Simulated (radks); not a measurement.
Spherical quantum dot in the effective-mass picture: electrons in a parabolic well V = omega^2 r^2 / 2 with omega = 1.62, with a point charge +1 (a donor) at the centre, all in effective atomic units (hartree* = m*/eps^2 hartree, bohr* = eps/m* bohr), one dielectric constant everywhere. Method: non-relativistic Kohn-Sham, PBE, spin-polarised, spherical densities; computed with a radial shooting solver with Libxc functionals. Levels are named by radial order and angular momentum (1s, 1p, 1d, 2s, ...), and open shells are averaged over m. Results are scaled to m* = 0.347 and eps = 6.6, for which hartree* = 216.8 meV and bohr* = 1.007 nm. Each electron was tried in the lowest free levels, single moves between levels near the top were tried too, and the lowest total energy was kept; such a search can miss a lower state. At N = 1 the Hartree and exchange-correlation terms need not cancel, so that row can carry a self-interaction error.

N	open shells	2S	E (meV)	mu = E(N) - E(N-1) (meV)	addition energy mu(N+1) - mu(N) (meV)	e(HOMO) (meV)
1	1s(up 1, down 0)	1	179.031	179.03	249.8	275.50
2	none	0	607.819	428.79	579.1	517.08
3	1p(up 1, down 0)	1	1615.74	1007.9	136.1	1074.8
4	1p(up 2, down 0)	2	2759.70	1144.0	139.3	1213.5
5	1p(up 3, down 0)	3	4042.93	1283.2	181.4	1352.7
6	1p(up 3, down 1)	2	5507.53	1464.6	124.8	1526.1
7	1p(up 3, down 2)	1	7096.94	1589.4	127.5	1653.1
8	none	0	8813.85	1716.9	359.1	1780.7
9	2s(up 1, down 0)	1	10889.9	2076.1	131.9	2133.2
10	none	0	13097.9	2207.9	137.6	2264.3
11	1d(up 1, down 0)	1	15443.4	2345.5	107.8	2399.4
12	1d(up 2, down 0)	2	17896.6	2453.3	107.4	2507.1
13	1d(up 3, down 0)	3	20457.3	2560.7	106.7	2614.1
14	1d(up 4, down 0)	4	23124.6	2667.3	105.8	2720.4
15	1d(up 5, down 0)	5	25897.8	2773.2	133.6	2825.8
16	1d(up 5, down 1)	4	28804.6	2906.8	100.5	2957.0
17	1d(up 5, down 2)	3	31811.9	3007.3	100.3	3057.5
18	1d(up 5, down 3)	2	34919.5	3107.6	99.84	3157.6
19	1d(up 5, down 4)	1	38126.9	3207.4	99.23	3257.2
20	none	0	41433.6	3306.7	323.0	3356.1
21	1f(up 1, down 0)	1	45063.3	3629.7	90.93	3675.2
22	1f(up 2, down 0)	2	48784.0	3720.6	90.58	3766.0
23	1f(up 3, down 0)	3	52595.2	3811.2	90.17	3856.4
24	1f(up 4, down 0)	4	56496.6	3901.4	89.72	3946.3
25	1f(up 5, down 0)	5	60487.7	3991.1	89.23	4035.8
26	1f(up 6, down 0)	6	64568.1	4080.4	88.73	4124.8
27	1f(up 7, down 0)	7	68737.2	4169.1	113.0	4213.3
28	1f(up 7, down 1)	6	73019.3	4282.1	85.80	4325.0
29	1f(up 7, down 2)	5	77387.2	4367.9	85.56	4410.7
30	1f(up 7, down 3)	4	81840.6	4453.4	-	4496.1

All shells are closed at N = 2, 8, 10, 20 (there: 1s2 1p6 1d10 2s2); the second difference of the energy has clear peaks (12 % above both neighbours; the first and last values, which can be the largest, are not judged, and half-filled shells can peak too) at N = 2, 5, 8, 15, 20, 27.
